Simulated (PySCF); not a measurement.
**Ta2Se, singlet: computed properties**

These are results of PySCF, PBE0, basis Se def2-TZVP, Ta def2-TZVP with ECP60 (scalar-relativistic core potentials, no spin–orbit coupling, density fitting), not measurements.

The structure is a minimum.

Coordinates in bohr (charge 0 multiplicity 1):
```
Se    0.1254    0.0000   -3.4005
Ta    2.0389    0.0000    0.8270
Ta   -2.0943    0.0000    0.6746
```

| Item | Value |
| --- | --- |
| Point group | C2v |
| Bond lengths | Se–Ta 2.456 Å (×2), Ta–Ta 2.189 Å |
| Bond angles | Se–Ta–Ta 63.5° (×2), Ta–Se–Ta 52.9° |
| Rotational constants | 0.05329, 0.0389, 0.02248 cm⁻¹ |
| Heat capacity Cp at 298.15 K | 55.0 J/(mol K) |
| Rotational symmetry number | 2 |
| Zero-point energy | 4.7 kJ/mol |
| Dipole moment | 3.62 D |
| Entropy at 298.15 K and 1 bar | 326.1 J/(mol K) |
| Principal quadrupole moments (Buckingham, traceless) about the centre of mass | -6.97, -4.39, 11.36 D Å |
| Atomisation energy without zero-point energy | 882 kJ/mol |
| Lowest empty level | -2.31 eV |
| Highest occupied level | -4.46 eV |
| Enthalpy at 298.15 K above 0 K | 13.68 kJ/mol |
| Principal polarisabilities | 114.6, 127.9, 175.8 bohr³ |

Harmonic modes (masses in u: Se 79.917, Ta 180.948):
| symmetry | ω (cm⁻¹) | IR (km/mol) | μ (u) |
| --- | --- | --- | --- |
| b2 | 170 | 0.0 | 113.19 |
| a1 | 278 | 6.9 | 100.45 |
| a1 | 338 | 2.0 | 146.61 |

In C2v the vibrations span b2 + 2a1. Here b1 is antisymmetric to the molecular plane and b2 lies in it.

Charges (e):
```json
{"atom": "Se1", "Mulliken": "-0.41", "Löwdin": "0.17", "polar tensor": "-0.43", "Mayer order to Se1": "–"}
{"atom": "Ta2,3", "Mulliken": "0.21", "Löwdin": "-0.08", "polar tensor": "0.21", "Mayer order to Se1": "1.23"}
```
Other Mayer orders above 0.3: Ta–Ta 4.01.

Mulliken populations on Se1: s 7.91, p 16.42, d 10.08, f 0.01.

Stability towards spin polarisation was not tested. Only a few start shapes were tried, so a lower isomer may exist. No spin–orbit coupling is included, which matters more the heavier the element.

The final relaxation and frequency run took of the order of 2.1 core-minutes on a shared host.
